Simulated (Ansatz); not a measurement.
Consider the hydrogenolysis of a Ge–C bond: `[CH3][Ge]([CH3])([OH])[F]` + H₂ → `[CH3][GeH]([OH])[F]` + CH₄.

Computed with Ansatz on PBE0-D4/def2-TZVP structures; ΔE is electronic, products minus reactants. CCSD(T)/CBS is the MP2 limit (def2-TZVPP, def2-QZVPP) plus CCSD(T) − MP2 in def2-TZVPP, frozen cores. This one scheme is used for every species. DFT in def2-TZVPP. For Ge outer-core shells are correlated without core-valence functions, which leaves a few kJ/mol of doubt a bond. Scalar relativity is left out up to krypton. Each species was taken in one conformer, which may not be the lowest.

| level | ΔE (kJ/mol) |
| --- | --- |
| revPBE | -32.0 |
| r2SCANh | -26.8 |
| LC-ωPBE | -30.2 |
| MP2/CBS(def2) | -17.0 |

**Question.** What does CCSD(T)/CBS give? (Estimate.)

**Answer.** The calculation gave: -21.8 kJ/mol. The listed levels differ from it by -10.2, -5.0, -8.4, 4.8 kJ/mol.

**Question.** What do rigid-rotor, harmonic-oscillator terms from PBE0-D4/def2-TZVP frequencies (298.15 K, 1 bar) make of the CCSD(T)/CBS value? (Best estimate.)

**Answer.** Ansatz gave: ΔZPE = +16.0 kJ/mol, ΔH = -9.9 kJ/mol, ΔS = 14 J/(mol·K), ΔG = -14.0 kJ/mol.

Largest T1 diagnostic among the species: 0.011.

Leaving LDA and LC-ωPBE aside and taking each functional with its dispersion term where it has one, the values, not all of them listed here, spread over 15.5 kJ/mol, from B97M-V to revPBE-D4. LDA lies +4.3 kJ/mol from PBE without D4. In def2-TZVPP, CCSD(T) changes the Hartree–Fock value by +24.1 kJ/mol (the triples alone add +4.0 kJ/mol) and MP2 by +29.0 kJ/mol. At CCSD(T), def2-SVP lies −14.5 kJ/mol from the extrapolated value and def2-TZVPP −0.6 kJ/mol.
